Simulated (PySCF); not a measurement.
Species: C8H7N.
Numbering: `[CH2:1]=[C:2]1[CH:3]=[C:4]([CH3:5])[C:6]([C:7]#[N:8])=[CH:9]1`

NICS = −σ at a ghost point: NICS(0) at the centroid of the ring atoms, NICS(1) 1 Å to either side along the normal of their mean plane, zz for the tensor component along that normal. Level: GIAO PBE0/pcSseg-1 (PySCF, non-relativistic, gas phase) on the GFN2-xTB geometry, one conformer.

Ring bond lengths (Å), with Mayer bond orders in brackets: C2–C3 1.459 (1.08), C3–C4 1.345 (1.71), C4–C6 1.477 (1.06), C6–C9 1.355 (1.62), C9–C2 1.458 (1.06).

Problem. Give the NICS values of each ring in ppm.

Solution. 
| ring | type | NICS(0) | NICS(1), two faces | NICS(1)zz, two faces | rms pucker (Å) | centre to ring atoms, mean (Å) |
| --- | --- | --- | --- | --- | --- | --- |
| C2–C3–C4–C6–C9 | 5-membered carbocycle; formal bonds 2 double, 3 single | -0.9 | -4.5 / -4.5 | -5.1 / -5.1 | 0.00 | 1.21 |

Problem. What can be read from them?

Solution. 
- C2–C3–C4–C6–C9: mean NICS(1)zz -5.1 ppm, shielded. That is too small in size for a clear verdict by the NICS criterion.

Problem. How equal are the bonds by HOMA? HOMA = 1 − mean of α(R − Ropt)² over the ring bonds, with Krygowski's 1993 parameters (CC: Ropt 1.388 Å, α 257.7 Å⁻²).

Solution. 
- C2–C3–C4–C6–C9: HOMA -0.08 = 1 − EN − GEO, with mean bond length 1.419 Å, EN = α(Ropt − mean)² = 0.245 and GEO = α × variance = 0.831. The geometric and the magnetic index point the same way.

Problem. At the second NICS(1) probe listed for ring C2–C3–C4–C6–C9, 1 Å off the ring, how large is the induced field along the normal in 1 T applied along it?

Solution. NICSzz × B0 = -5.1 ppm × 1 T = -5 μT, against the applied field.

Problem. What are the shieldings of the ring atoms and their hydrogens in the same run (means over atoms taken as equivalent)?

Solution. 
| atoms | environment | σ isotropic (ppm) |
| --- | --- | --- |
| C2 | fully substituted alkene carbon | 29.0 |
| C3 | alkene CH carbon | 61.1 |
| C4 | fully substituted alkene carbon | 33.6 |
| C6 | fully substituted alkene carbon | 61.2 |
| C9 | alkene CH carbon | 41.8 |
| H on C3 | vinylic hydrogen | 25.57 |
| H on C9 | vinylic hydrogen | 24.78 |
